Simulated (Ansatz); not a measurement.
Cl₂H₂Sn (`[Cl][SnH2][Cl]`). Charge 0, multiplicity 1. Sn takes the def2 core potential.

Z-matrix (Å, degrees):
```
Sn
Cl 1 2.316
Cl 1 2.316 2 106.5
H 1 1.695 2 107.8 3 -115.4
H 1 1.695 2 107.8 3 115.4
```

(1) What are the harmonic wavenumbers in cm⁻¹ at PBE0-D4/def2-TZVP (Ansatz, finite differences of forces, unscaled)? (Estimate.)

(2) Is this a minimum?

(3) Give the ideal-gas thermochemistry at 298.15 K and 1 bar (rigid rotor, harmonic oscillator; point group C2v, symmetry number 2).

Answers

(1) Computed: 114, 379, 382, 422, 509, 640, 673, 1985, 1999.

(2) Yes, all 9 modes are real.

(3) Zero-point energy 42.5 kJ/mol; H(298) − E = 58.0 kJ/mol; entropy 314.6 J/(mol·K), of which translation 174.4, rotation 108.7, vibration 31.5; G(298) − E = -35.8 kJ/mol.
